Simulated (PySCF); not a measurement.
ClI, charge +1, doublet, at a GFN2-xTB geometry (a state made from the parent by changing its charge; the spin is typed, not shown lowest) (all electrons, no relativity); PySCF with HF/STO-3G.

The PySCF input:
```python
from pyscf import gto, scf

mol = gto.M(
    atom='''
Cl   -0.00000000   -0.00000000   -1.69095804
I     0.00000000    0.00000000    0.54238277
''',
    basis='sto-3g',
    charge=1,
    spin=1,
    verbose=4,
)

mf = scf.UHF(mol)
mf.kernel()
```

What does PySCF print? Leave out banner, timings and long lists.


```
PySCF version 2.14.0

[INPUT] verbose = 4
[INPUT] num. atoms = 2
[INPUT] num. electrons = 69
[INPUT] charge = 1
[INPUT] spin (= nelec alpha-beta = 2S) = 1
[INPUT] symmetry False subgroup None
[INPUT] Mole.unit = angstrom
[INPUT] Symbol           X                Y                Z      unit          X                Y                Z       unit  Magmom
[INPUT]  1 Cl     0.000000000000   0.000000000000  -1.690958040000 AA    0.000000000000   0.000000000000  -3.195447583731 Bohr   0.0
[INPUT]  2 I      0.000000000000   0.000000000000   0.542382770000 AA    0.000000000000   0.000000000000   1.024954889983 Bohr   0.0

nuclear repulsion = 213.486748150597
number of shells = 16
number of NR pGTOs = 108
number of NR cGTOs = 36
basis = sto-3g
ecp = {}

******** <class 'pyscf.scf.uhf.UHF'> ********
method = UHF
initial guess = minao
damping factor = 0
level_shift factor = 0
DIIS = <class 'pyscf.scf.diis.CDIIS'>
diis_start_cycle = 1
diis_space = 8
diis_damp = 0
SCF conv_tol = 1e-09
SCF conv_tol_grad = None
SCF max_cycles = 50
direct_scf = True
direct_scf_tol = 1e-13
number electrons alpha = 35  beta = 34
Set gradient conv threshold to 3.16228e-05
init E= -7282.90018310708

cycle= 1 E= -7304.91554968389  delta_E=  -22  |g|= 0.165  |ddm|= 1.77
cycle= 2 E= -7304.94831045712  delta_E= -0.0328  |g|= 0.0463  |ddm|= 0.522
cycle= 3 E= -7304.95239765291  delta_E= -0.00409  |g|= 0.0231  |ddm|= 0.135
cycle= 4 E= -7304.95526196096  delta_E= -0.00286  |g|= 0.0187  |ddm|= 0.124
cycle= 5 E= -7304.95840617961  delta_E= -0.00314  |g|= 0.00995  |ddm|= 0.342
cycle= 6 E= -7304.95856279343  delta_E= -0.000157  |g|= 0.00426  |ddm|= 0.089
cycle= 7 E= -7304.95859929189  delta_E= -3.65e-05  |g|= 0.0042  |ddm|= 0.0782
cycle= 8 E= -7304.95866967774  delta_E= -7.04e-05  |g|= 0.00052  |ddm|= 0.0353
cycle= 9 E= -7304.95867048887  delta_E= -8.11e-07  |g|= 0.000441  |ddm|= 0.00908
cycle= 10 E= -7304.95867130258  delta_E= -8.14e-07  |g|= 2.49e-05  |ddm|= 0.00388
cycle= 11 E= -7304.95867130499  delta_E= -2.41e-09  |g|= 1.17e-06  |ddm|= 0.000223
cycle= 12 E= -7304.95867130499  delta_E= -7.28e-12  |g|= 2.85e-07  |ddm|= 7.85e-06
Extra cycle  E= -7304.95867130499  delta_E= 3.64e-12  |g|= 1.15e-07  |ddm|= 9.17e-07
converged SCF energy = -7304.95867130499  <S^2> = 0.75577684  2S+1 = 2.0057685
```
